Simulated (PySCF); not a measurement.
**Two-component Hartree-Fock for As¹³⁺ (arsenic, charge +13)**

Start: [Ar] 3d2; 3d3/2 filled at m_j = +1/2, +3/2. Calculated with PySCF 2.14 in an even-tempered Gaussian basis (17 s from 1 bohr⁻², ratio 2.8; 12 p from 1.3 bohr⁻², ratio 2.8; 8 d from 1.3 bohr⁻², ratio 2.8; 4 f from 4.3 bohr⁻², ratio 3): generalised Hartree-Fock with the X2C-1e Hamiltonian and a Gaussian nucleus; one run each with spin-orbit coupling (SO) switched off, then screened by Boettger's factors.

| spinor shell | electrons | ε, spin-free (eV) | ε, screened SO (eV) | weight of nominal j (screened SO) | rms radius, screened SO (bohr) |
| --- | --- | --- | --- | --- | --- |
| 1s1/2 | 2 | -12352.6 | -12352.2 | 1.000 | 0.0524 |
| 2s1/2 | 2 | -1983.2 | -1983.0 | 1.000 | 0.218 |
| 2p1/2 | 2 | -1784.8 | -1811.6 | 0.995 | 0.193 |
| 2p3/2 | 4 | -1784.8 | -1771.6 | 0.998 | 0.196 |
| 3s1/2 | 2 | -574.66 | -574.60 | 1.000 | 0.583 |
| 3p1/2 | 2 | -506.46 | -516.26 | 0.802 | 0.580 |
| 3p3/2 | 4 | -506.46 | -501.60 | 0.901 | 0.588 |
| 3d3/2 | 2 | -420.09 | -420.41 | 0.841 | 0.551 |

```json
{"quantity": "E (hartree)", "spin-free": "-2182.61672", "screened SO": "-2182.74836"}
{"quantity": "M_J", "spin-free": "2", "screened SO": "2"}
{"quantity": "⟨J²⟩", "spin-free": "8.002", "screened SO": "7.000"}
{"quantity": "⟨L²⟩", "spin-free": "12.002", "screened SO": "11.797"}
{"quantity": "⟨S²⟩", "spin-free": "2.000", "screened SO": "1.931"}
```

The determinant has a definite M_J but mixes levels of different J.

Each row is a mean over spinors that exchange with the open shell spreads, by up to 9.379 eV (3p1/2).

Rows whose weight is well below 1 are mixtures of j = l ± 1/2: exchange outweighs spin-orbit coupling there, and the label is only the starting occupation.

Without spin-orbit coupling the j labels of p, d and f shells carry no meaning; the spin-free column gives the mean over the occupied spinors of each nl shell, and its ⟨J²⟩ belongs to a mixture of degenerate components.
